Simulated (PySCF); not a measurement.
How methods differ on the ionisation energy of Br(3+)

Br(3+) [Ar] 3d10 4s2 4p2 [4p1/2^2, M_J = 0] → Br(4+) [Ar] 3d10 4s2 4p1 [4p1/2^1, M_J = 1/2], as a difference of total energies. Calculation: PySCF 2.14, in x2c-TZVPall-2c (6s7p4d1f, 54 functions); the two-component X2C-1e Hamiltonian. Correlated levels: [Ne] frozen. "Screened" scales the spin-orbit matrix elements by Boettger's factors to mimic the two-electron term; Breit and QED terms are absent.

| method | ionisation energy (eV) |
| --- | --- |
| GHF (spin-free) | 46.072 |
| GMP2 (spin-free) | 46.751 |
| GHF (screened spin-orbit) | 45.895 |
| GMP2 (screened spin-orbit) | 46.565 |

**Question.** How much does correlation contribute at GMP2 (screened spin-orbit)?

**Answer.** 46.565 − (45.895) = 0.670 eV, measured against GHF (screened spin-orbit).

The spin-free rows relax to the high-spin LS determinant and lack the spin-orbit shift.

Errors of the correlated levels include the incompleteness of this basis and the frozen core.

The labels give the starting determinants; with spin-orbit coupling the two ends relaxed to ⟨J²⟩ = 1.43, ⟨L²⟩ = 1.99, ⟨S²⟩ = 1.96 and ⟨J²⟩ = 0.78, ⟨L²⟩ = 2.03, ⟨S²⟩ = 0.76.

The determinant of Br(3+) mixes levels of different J (the jj label is only the starting occupation), so the difference between spin-free and spin-orbit rows is not the physical spin-orbit shift.

For comparison: 47.782 ± 0.012 eV (measured; NIST Atomic Spectra Database, ionization energies).
